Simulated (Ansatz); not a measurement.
Ge(CF3)H3 (CH₃F₃Ge). Total charge 0; singlet. Geometry PBE-D4/def2-SVP; atoms count from 1.

| atom | x (Å) | y (Å) | z (Å) |
| --- | --- | --- | --- |
| C1 | -0.130 | -0.835 | 0.525 |
| F2 | -1.413 | -1.270 | 0.455 |
| F3 | 0.166 | -0.647 | 1.836 |
| F4 | 0.665 | -1.836 | 0.069 |
| Ge5 | 0.132 | 0.851 | -0.535 |
| H6 | 1.595 | 1.308 | -0.338 |
| H7 | -0.860 | 1.905 | 0.006 |
| H8 | -0.155 | 0.524 | -2.018 |

Another isomer (singlet) lies 3.98 eV lower at PBE0-D4/def2-TZVP; other spin states weren't run for this one.

Question: Estimate the Mulliken populations from the PBE0/def2-TZVP orbitals of Ansatz.

Answer: 
```
atom  charge (e)
  C1        0.37
  F2       -0.16
  F3       -0.16
  F4       -0.16
 Ge5        0.00
  H6        0.04
  H7        0.04
  H8        0.04
```
Mulliken values depend strongly on the basis.

Question: And the Mayer bond orders between heavy atoms (over 0.3)?

Answer: C1–F2 1.10 (1.36 Å); C1–F3 1.10 (1.36 Å); C1–F4 1.10 (1.36 Å); C1–Ge5 0.91 (2.01 Å).
